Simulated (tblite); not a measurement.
Compound: C5H8F3 (doublet state).
Structure used (GFN2-xTB), in Å, numbered top down from 1:
```xyz
16
C5H8F3 angstrom
C      2.0108   -0.2401   -0.3650
C      0.5452   -0.3429   -0.7649
C     -0.3767   -0.0879    0.4436
C     -0.2868    1.3059    0.9206
F     -0.5506    2.2785    0.0284
C     -1.8322   -0.4169    0.0415
F     -1.9436   -1.7062   -0.3544
F     -2.6577   -0.2820    1.1056
H      2.2556   -0.9856    0.3883
H      2.2260    0.7451    0.0424
H      2.6463   -0.4050   -1.2310
H      0.3406   -1.3368   -1.1648
H      0.3208    0.3906   -1.5414
H     -0.1089   -0.7566    1.2672
H     -0.3877    1.6245    1.9414
H     -2.2086    0.2243   -0.7688
```

Computed with GFN2-xTB (tblite): harmonic, unscaled wavenumbers at the GFN2-xTB geometry, gas phase. Against measured fundamentals such values can be off by several per cent, at times by over 20. One conformer, not necessarily the lowest. Open shells enter through the occupations alone, without spin polarisation, and single modes of such species can be off by tens of per cent.

Harmonic wavenumbers (cm⁻¹): 58.9, 65.9, 83.6, 156.5, 198.3, 218.5, 261.8, 310.2, 373.8, 434.1, 495.7, 512.0, 628.8, 821.4, 906.2, 982.6, 995.3, 1033.8, 1060.2, 1075.6, 1106.8, 1121.8, 1164.9, 1208.0, 1240.7, 1263.6, 1269.5, 1291.6, 1314.9, 1336.9, 1413.4, 1481.3, 1493.1, 1498.9, 2904.6, 2966.5, 2991.6, 3003.3, 3037.5, 3040.4, 3050.2, 3132.4.

A = 2409, B = 1544, C = 1073 MHz; mass 125.058 u (most abundant isotopes); point group C1, symmetry number 1; spin multiplicity 2.

Task: What is the zero-point energy?

Result: ½Σν̃ = 26503 cm⁻¹ = 317.04 kJ/mol.

Task: Give the ideal-gas entropy at 400 K and 1 bar in the rigid-rotor, harmonic-oscillator model (classical rotation).

Result: Translation 175.19, rotation 124.07, vibration 150.45, spin (R ln 2) 5.76: S = 455.5 J/(mol K).

Task: And Cp and H(400 K) − H(0)?

Result: Cp = 177.16 J/(mol K), of which vibrations give 143.90 (their classical limit is 42 R = 349.2); H(400 K) − H(0) = 43.74 kJ/mol without the zero-point energy, 30.44 from vibrations.

Task: How do the functions run with temperature in this model?

Result: 
| T (K) | S (J/(mol K)) | Cp (J/(mol K)) | H − H(0) (kJ/mol) | G − H(0) (kJ/mol) | ln q(vib) |
| --- | --- | --- | --- | --- | --- |
| 100 | 293.7 | 77.3 | 5.42 | -23.95 | 1.66 |
| 200 | 358.3 | 111.3 | 14.93 | -56.73 | 4.20 |
| 300 | 409.5 | 144.0 | 27.66 | -95.17 | 6.62 |
| 500 | 498.2 | 206.4 | 62.96 | -186.16 | 11.20 |
| 800 | 609.8 | 267.1 | 134.85 | -352.95 | 17.60 |
| 1000 | 672.3 | 293.0 | 191.00 | -481.29 | 21.54 |

q(vib) and H(0) count from the zero-point level.

Task: Which modes carry the vibrational entropy at 400 K?

Result: 58.9 cm⁻¹: 21.23; 65.9 cm⁻¹: 20.30; 83.6 cm⁻¹: 18.34; 156.5 cm⁻¹: 13.20; 198.3 cm⁻¹: 11.30; 218.5 cm⁻¹: 10.53 J/(mol K); the other 36 give 55.55 together.

Hindered rotation and anharmonicity are outside this model. Other conformers, if any are populated, would add a mixing term that is left out. The structure is chiral; the term R ln 2 for an equal mix with its mirror image is left out.
